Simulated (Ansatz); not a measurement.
Species: sum formula H₇Si₃NOClF (charge 0, singlet). SMILES: Cl[Si](N[SiH3])(F)O[SiH3]
Geometry from a B3LYP-D3(BJ)/def2-TZVP (Ansatz, an electronic-structure program) optimisation:
```
Si
F 1 1.5904
O 1 1.6103 2 109.89
Si 3 1.6510 1 144.52 2 -84.75
N 1 1.6902 2 110.65 3 120.74
H 5 1.0110 1 114.22 2 -126.75
Si 5 1.7397 6 117.15 1 176.61
H 7 1.4766 5 106.61 6 -179.93
H 4 1.4767 3 107.17 1 168.54
H 4 1.4781 9 110.07 3 -118.93
H 4 1.4781 9 110.24 10 -121.41
H 7 1.4809 8 110.20 5 120.24
H 7 1.4813 8 110.00 12 119.10
Cl 1 2.0542 2 104.38 3 -117.81
```

Parts of the frozen-core correlation energy in aug-cc-pV(D+d)Z (Ansatz, hartree). Frozen orbitals: 23; correlated occupied orbitals by spin: 22 and 22; virtual: 215 and 215. No spin-orbit coupling. Non-relativistic.

| term | value |
|---|---|
| reference (HF) | -1559.46259 |
| MP2 opposite-spin | -0.77871 |
| MP2 same-spin | ? |
| CCSD correlation | ? |
| (T) | ? |
| T1 diagnostic | 0.012 |
| largest doubles amplitude | 0.009 |

Question: Fill in the missing entries.

Answer: 
- MP2 same-spin, value: -0.25437
- CCSD correlation, value: -1.10214
- (T), value: -0.03202
